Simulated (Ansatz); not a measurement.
The cluster Cd8Te9⁻, relaxed as a doublet with UKS PBE-D4/def2-SVP in Ansatz, starting from the GFN1-xTB geometry. Force threshold 0.03 eV/Å.

In the def2 sets Cd, Te take a core potential; there is no spin–orbit coupling. Single mean-field runs in def2-SVP are fitted with def2-universal-jkfit. The structure comes from a short search, and lower isomers may exist.

Start:

Cartesian coordinates in Å:
```
Cd 1.175 5.965 -0.651
Cd 11.929 -4.644 -3.919
Cd -6.914 -1.444 3.246
Cd 4.008 1.502 -1.952
Cd 7.873 -1.063 -2.586
Cd -0.998 3.014 -0.227
Cd -7.072 -5.975 3.554
Cd -4.665 1.535 1.550
Te -2.754 0.937 -0.222
Te 3.036 4.411 -2.003
Te 9.800 -2.758 -3.203
Te -8.233 -3.554 4.233
Te 1.307 2.289 -1.935
Te 6.490 1.409 -2.815
Te -6.909 1.252 3.066
Te -1.260 5.720 0.415
Te -6.814 -8.598 3.449
```

```json
{"step": "1", "energy (eV)": "-102170.0715", "largest force component (eV/Å)": "1.052", "SCF passes": "115"}
{"step": "2", "energy (eV)": "-102170.3556", "largest force component (eV/Å)": "0.687", "SCF passes": "57"}
{"step": "3", "energy (eV)": "-102170.5611", "largest force component (eV/Å)": "0.355", "SCF passes": "54"}
{"step": "4", "energy (eV)": "-102170.7226", "largest force component (eV/Å)": "0.251", "SCF passes": "53"}
{"step": "5", "energy (eV)": "-102170.8561", "largest force component (eV/Å)": "0.176", "SCF passes": "46"}
{"step": "6", "energy (eV)": "-102170.9511", "largest force component (eV/Å)": "0.110", "SCF passes": "43"}
{"step": "7", "energy (eV)": "-102171.0366", "largest force component (eV/Å)": "0.152", "SCF passes": "38"}
{"step": "8", "energy (eV)": "-102171.1157", "largest force component (eV/Å)": "0.192", "SCF passes": "39"}
{"step": "9", "energy (eV)": "-102171.1843", "largest force component (eV/Å)": "0.223", "SCF passes": "39"}
{"step": "10", "energy (eV)": "-102171.2452", "largest force component (eV/Å)": "0.239", "SCF passes": "38"}
{"step": "11", "energy (eV)": "-102171.3010", "largest force component (eV/Å)": "0.244", "SCF passes": "39"}
{"step": "15", "energy (eV)": "-102171.4825", "largest force component (eV/Å)": "0.104", "SCF passes": "43"}
{"step": "19", "energy (eV)": "-102171.6083", "largest force component (eV/Å)": "0.055", "SCF passes": "51"}
{"step": "23", "energy (eV)": "-102171.7255", "largest force component (eV/Å)": "0.047", "SCF passes": "54"}
{"step": "27", "energy (eV)": "-102171.8168", "largest force component (eV/Å)": "0.109", "SCF passes": "45"}
{"step": "31", "energy (eV)": "-102171.9286", "largest force component (eV/Å)": "0.122", "SCF passes": "34"}
{"step": "35", "energy (eV)": "-102172.1032", "largest force component (eV/Å)": "0.428", "SCF passes": "32"}
{"step": "39", "energy (eV)": "-102172.7574", "largest force component (eV/Å)": "0.723", "SCF passes": "35"}
{"step": "43", "energy (eV)": "-102173.3245", "largest force component (eV/Å)": "0.269", "SCF passes": "35"}
{"step": "47", "energy (eV)": "-102173.5587", "largest force component (eV/Å)": "0.117", "SCF passes": "34"}
{"step": "51", "energy (eV)": "-102173.6949", "largest force component (eV/Å)": "0.066", "SCF passes": "38"}
{"step": "55", "energy (eV)": "-102173.7524", "largest force component (eV/Å)": "0.038", "SCF passes": "30"}
{"step": "59", "energy (eV)": "-102173.8135", "largest force component (eV/Å)": "0.079", "SCF passes": "33"}
{"step": "63", "energy (eV)": "-102173.9273", "largest force component (eV/Å)": "0.096", "SCF passes": "26"}
{"step": "67 (rejected)", "energy (eV)": "-102173.9971", "largest force component (eV/Å)": "0.349", "SCF passes": "23"}
{"step": "68", "energy (eV)": "-102174.0271", "largest force component (eV/Å)": "0.028", "SCF passes": "23"}
```

Force components are those of the run's own axes.

End:

```
atom   x (Å)   y (Å)   z (Å)
 Cd1   0.124   4.014  -0.516
 Cd2   5.731  -2.775  -3.376
 Cd3  -4.938  -0.399   1.255
 Cd4   3.159   2.783  -1.424
 Cd5   3.963  -0.529  -0.830
 Cd6  -0.991   1.306   0.933
 Cd7  -4.428  -3.230   2.672
 Cd8  -1.656  -2.160   0.514
 Te9   0.896  -0.930   0.728
Te10   1.517   4.500  -2.780
Te11   3.442  -3.030  -1.706
Te12  -6.443  -1.505   3.184
Te13   0.804   0.868  -1.518
Te14   5.309   1.711  -0.196
Te15  -3.115   0.015  -0.653
Te16  -1.125   3.855   1.862
Te17  -2.250  -4.495   1.849
```

Bonds lost: Te10–Te13 (atoms count from 1). Bonds formed: Cd1–Te13, Cd6–Te15, Cd8–Te17, Te9–Te13 (atoms count from 1). Metal–metal contacts that move far: Cd3–Cd7 4.54 to 3.21 Å.

No frequencies were taken in this run, so the end may be a saddle point.

Hardware: 2 threads of AMD EPYC 7R13 on a shared host and a share (18 GiB) of an NVIDIA H100 80GB HBM3. Wall time 7.6 min, peak host memory 1.2 GiB.
